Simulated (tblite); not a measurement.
`C#CC(=C=C=C)/C=C\[CH2]` [radical] (doublet state). The geometry is computed with GFN2-xTB (gas phase). This method treats the open shell by occupation alone, without spin polarisation.

```
atom  x, y, z in Å
C1    -0.8649    3.3211   -0.7287
C2    -0.7229    2.1567   -0.4743
C3    -0.5547    0.7757   -0.1744
C4     0.7462    0.3514   -0.0998
C5     1.9613    0.1077   -0.0673
C6     3.2426   -0.2397   -0.0117
C7    -1.6956    0.0071    0.0080
C8    -1.7849   -1.3773    0.3128
C9    -0.7705   -2.2386    0.4994
H10   -0.9904    4.3382   -0.9526
H11    3.5400   -1.2530    0.2005
H12    4.0198    0.4857   -0.1806
H13   -2.6340    0.5366   -0.0979
H14   -2.7981   -1.7542    0.3991
H15   -0.9599   -3.2734    0.7273
H16    0.2584   -1.9350    0.4311
```

(1) What is the longest distance between nuclei?

(2) How far are the heavy atoms from their best plane (unweighted least squares)?

(3) What is the repulsion energy of the bare nuclei, Σ ZA·ZB/RAB?

(4) What are the angles C1–C2–C3, C4–C3–C7, C2–C3–C4, C3–C4–C5, H11–C6–H12, C5–C6–H12, C7–C8–H14, C8–C9–H16?

(5) How far apart are these pairs, which share no bond: C2···C5, C3···H10, C5···H15, C6···H14, C7···H16, C9···H14?

(6) Give the dihedral angles C4–C3–C7–C8, C3–C7–C8–C9, H13–C7–C8–C9, H14–C8–C9–H16, H14–C8–C9–H15, C4–C3–C7–H13.

(7) Where is the centre of mass (commonest isotopes), and what is the radius of gyration?

(8) Write the matrix of distances between heavy atoms (Å, lower triangle).

## Answers

(1) H10···H15, 7.79 Å; the next longest distance is 7.29 Å.

(2) 0.003 Å rms; none is more than 0.007 Å off.

(3) 342.08 Eh over 120 pairs, with full nuclear charges and distances in bohr; the largest single term is 15.87 Eh (C1 with C2).

(4) From the scalar product of the two bond vectors; for C1–C2–C3 it is -1.7082 Å² over 1.2003 × 1.4232 Å², cos θ = -0.999999. C1–C2–C3 179.9°; C4–C3–C7 127.0°; C2–C3–C4 115.1°; C3–C4–C5 173.1°; H11–C6–H12 117.7°; C5–C6–H12 120.9°; C7–C8–H14 114.5°; C8–C9–H16 122.2°.

(5) C2···C5 3.401 Å (3 bonds apart); C3···H10 3.672 Å (3 bonds apart); C5···H15 4.538 Å (6 bonds apart); C6···H14 6.241 Å (6 bonds apart); C7···H16 2.787 Å (3 bonds apart); C9···H14 2.087 Å (2 bonds apart).

(6) C4–C3–C7–C8 0° (synperiplanar); C3–C7–C8–C9 1° (synperiplanar); H13–C7–C8–C9 180° (antiperiplanar); H14–C8–C9–H16 180° (antiperiplanar); H14–C8–C9–H15 0° (synperiplanar); C4–C3–C7–H13 180° (antiperiplanar). Dihedral signs follow IUPAC: positive where, seen along the central bond, the front bond turns clockwise onto the rear one.

(7) Mass 115.055 u; centre at (-0.042, 0.274, -0.072) Å; Rg = √(Σ m r²/M) = 2.375 Å. As Ia + Ib + Ic = 2 Σ m r², the three principal moments sum to 1298.4 u·Å².

(8) 
```
C1    0.000
C2    1.200  0.000
C3    2.623  1.423  0.000
C4    3.437  2.357  1.370  0.000
C5    4.330  3.401  2.605  1.240  0.000
C6    5.483  4.656  3.934  2.567  1.329  0.000
C7    3.495  2.408  1.388  2.468  3.659  4.944  0.000
C8    4.900  3.773  2.527  3.093  4.048  5.165  1.420  0.000
C9    5.695  4.502  3.096  3.061  3.645  4.512  2.478  1.344  0.000
```

Its GFN2-xTB frequencies are all real (lowest 49 cm⁻¹).

One conformer stands for the species.
